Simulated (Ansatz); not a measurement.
CH₃Se₂ (`C[Se][Se]`) radical, relaxed with UKS PBE0-D4/def2-TZVP in Ansatz 0.2.0 from a PBE-D4/def2-SVP geometry. The force threshold is 0.005 eV/Å; the program also tests the step.

Charge 0, multiplicity 2.

Start:

```xyz
6

C    -0.587   -0.010   -0.336
Se    1.165   -0.865   -0.008
Se    2.120    0.467    1.542
H    -1.163    0.007    0.607
H    -1.112   -0.617   -1.100
H    -0.423    1.019   -0.706
```

Task: By how much does the energy fall, and how many steps does the optimiser take? (Best estimate.)

Result: The calculation gave: 2.86 kJ/mol, in 5 steps, 1 of them rejected.

Task: Which bonds change most? (Best estimate.)

Result: Ansatz gave: Se2–Se3 from 2.256 to 2.228 Å; C1–Se2 from 1.977 to 1.950 Å; C1–H4 from 1.105 to 1.088 Å; C1–H6 from 1.105 to 1.088 Å.

Task: Give the relaxed structure. (An estimate is asked.)

Result: Ansatz gave: 
```xyz
6

C    -0.578   -0.009   -0.331
Se    1.148   -0.858   -0.012
Se    2.080    0.465    1.519
H    -1.141    0.006    0.600
H    -1.097   -0.605   -1.082
H    -0.412    1.002   -0.694
```
